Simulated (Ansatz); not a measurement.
Wavefunction ladder for ClFGeH4OSi, SMILES `F[SiH2][O][GeH2][Cl]`

Z-matrix (Å, degrees):
```
Si
O 1 1.623
F 1 1.597 2 109.6
H 1 1.479 2 111.5 3 -118.2
H 1 1.477 2 107.7 3 117.1
Ge 2 1.763 1 137.7 3 55.8
Cl 6 2.146 2 107.7 1 35.2
H 6 1.529 2 109.1 1 -82.0
H 6 1.528 2 106.7 1 151.6
```

Total charge 0; spin multiplicity 1. Correlated methods include outer-core shells of Ge, which these sets cover unevenly. Scalar relativity is left out up to krypton. The structure was optimised at the PBE0-D4/def2-TZVP level. It is one conformer, not always the lowest. Frozen core, restricted reference, Ansatz 0.2.0.

```tsv
basis	HF (Eh)	MP2 corr.
def2-SVP	-2999.96744	-0.82128
def2-TZVPP	-3000.73301	-1.04398
def2-QZVPP	-3000.80664	-1.38014
```

(1) Estimate the CCSD correlation energy and the (T) correction in each basis where they were run (hartree).

Answers

(1) 
```
     basis  CCSD corr.       (T)
  def2-SVP    -0.85429  -0.01834
def2-TZVPP    -1.07854  -0.03755
```
